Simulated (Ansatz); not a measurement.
Cl₂Mn, sextet, at a GFN2-xTB geometry (such geometries of metal compounds can be far from the true shape); CAM-B3LYP/def2-TZVPD (Ansatz, an electronic-structure program).

Ansatz was given this input:
Ansatz 0.2 input:
```yaml
crystal:
  periodic: [false, false, false]
  atoms:
    - {symbol: Mn, position_ang: [0.00000000, 0.00000000, 0.00000000]}
    - {symbol: Cl, position_ang: [0.00000000, 0.00000000, 1.97614364]}
    - {symbol: Cl, position_ang: [-0.00000000, -0.00000000, -1.97614364]}
basis:
  gaussian:
    orbitals: def2-TZVPD
hamiltonian:
  xc: cam_b3lyp
magnetization: {spin_polarized: true, initial_magnetization: 5}
```

It wrote (shortened):

```
Functional definition: CAM-B3LYP
1091 factors; their error is unknown
228 factors; integrals over basis functions are off by at most 1.1e-4 eV
mean field evaluation 1: about -56367.8430 eV, gradient 3.5e1 eV
mean field evaluation 2: about -56359.6079 eV, gradient 7.0e1 eV
mean field evaluation 4: about -56371.8501 eV, gradient 2.9e0 eV
mean field evaluation 8: about -56371.9072 eV, gradient 5.7e-2 eV
mean field evaluation 16: about -56372.0805 eV, gradient 4.4e-5 eV
mean field -56372.08053964 eV, -2071.6357494632 hartree, gradient 3.1e-5 eV, S^2 8.761379; 0 other end points of the search recorded, 0 dependent functions left out
reference -56372.08066264 eV, -2071.6357539835 hartree; 32, 27 occupied and 108, 113 virtual orbitals, 1091 factors
Total energy: -56372.08066264 eV, -2071.6357539835 hartree
```
